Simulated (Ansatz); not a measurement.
Ideal-gas functions of CH5NSSi, SMILES `N[SiH]1CS1` at 400 K and 1 bar, from an Ansatz frequency run at PBE0-D4/def2-TZVP.

Molar mass 91.21 g/mol, point group C1 (symmetry number 1), electronic degeneracy 1, moments of inertia 52.181, 158.038, 177.523 u Å². Harmonic wavenumbers (cm⁻¹, unscaled): 128, 231, 276, 378, 508, 565, 626, 719, 756, 802, 899, 943, 963, 1025, 1422, 1576, 2272, 3119, 3199, 3611, 3709.

Use S(trans) = R[1.5 ln M + 2.5 ln T − 1.1517]; rotational temperatures θ = 24.2544 K / I; S(rot) = R[ln(√π/σ · √(T³/θAθBθC)) + 1.5]; for each mode x = 1.438777 ν̃/T, S = R[x/(eˣ − 1) − ln(1 − e⁻ˣ)] and H = RT x/(eˣ − 1); 1 cm⁻¹ = 0.0119627 kJ/mol; R = 8.31446 J/(mol·K).

Problem. By hand: the entropy, in J/(mol·K).

Solution. Translation 171.3. Rotation: θ = 0.4648, 0.1535, 0.1366 K, giving 111.2. Vibration, mode by mode: 14.84, 10.09, 8.71, 6.37, 4.37, 3.72, 3.13, 2.40, 2.16, 1.90, 1.44, 1.27, 1.20, 1.00, 0.31, 0.19, 0.02, 0.00, 0.00, 0.00, 0.00, in all 63.1. Electronic 0.0. Sum 345.6 J/(mol·K).

Problem. By hand: H − E and G − E in kJ/mol, counted from the electronic energy.

Solution. Zero-point energy ½ × 27727 × 0.0119627 = 165.8; thermal vibration 14.9; translation, rotation and pV give 4 RT = 13.3. H − E = 194.0 kJ/mol, and G − E = 194.0 − 400 × 345.6/1000 = 55.8 kJ/mol.

Vibration gives 18 % of the entropy, 14.8 J/(mol·K) of it from the mode under 150 cm⁻¹: soft modes count most, and the harmonic formula is weakest for them. The sum counts one conformer and one mirror image; others add a mixing term.
